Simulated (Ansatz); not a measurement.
# Abstraction of H: CH6GeS + Sb(CH3)2 → CH5GeS + SbH(CH3)2

Species: CH6GeS `C[S][GeH3]`, singlet; Sb(CH3)2, doublet; CH5GeS `C[S][GeH2]`, doublet; SbH(CH3)2, singlet. A radical takes H: the energy is the difference in strength between the Ge–H bond broken and the Sb–H bond made.

Shapes, held fixed at every level: PBE0-D4/def2-TZVP. Flexible molecules stand in one conformer, not always the lowest. Programs: Ansatz 0.2.0. The zero-point and thermal change to 298 K, harmonic and unscaled (PBE0-D4/def2-TZVP), is -3.0 kJ/mol.

Question: Estimate ΔH(298 K) of this reaction.

Answer: The highest level, CCSD(T)/def2-TZVPP, gives ΔH(298 K) = +65.1 kJ/mol; the levels span +44.8 to +72.3. The column of differences is taken from that level and isn't an error. No measured value is set beside it here. Open shells run unrestricted. For atoms past krypton def2 sets carry core potentials with scalar relativity. Relativity is left out for Ge. Outer-core shells of Ge, Sb are correlated in most correlated rows, in sets that cover them unevenly. Times are processor times on shared x86 and Arm servers, and rough.

```csv
level,kind,ΔH(298 K) (kJ/mol),less CCSD(T)/def2-TZVPP,CPU time (sum over the molecules)
SPW92/def2-TZVPP,LDA,+44.8,-20.3,13 s
r2SCAN-D4/def2-TZVPP,meta-GGA,+55.3,-9.8,50 s
PBE0-D4/def2-TZVPP,global hybrid,+57.3,-7.8,33 s
r2SCAN0-D4/def2-TZVPP,global hybrid,+61.1,-4.0,59 s
wB97M-V/def2-TZVPP,range-separated hybrid,+62.5,-2.6,2.1 min
wB97X-V/def2-TZVPP,range-separated hybrid,+64.3,-0.8,87 s
CCSD/def2-SVP,coupled cluster or CI,+72.3,+7.2,–
CCSD(T)/def2-TZVPP,coupled cluster or CI,+65.1,0.0,27 min
```
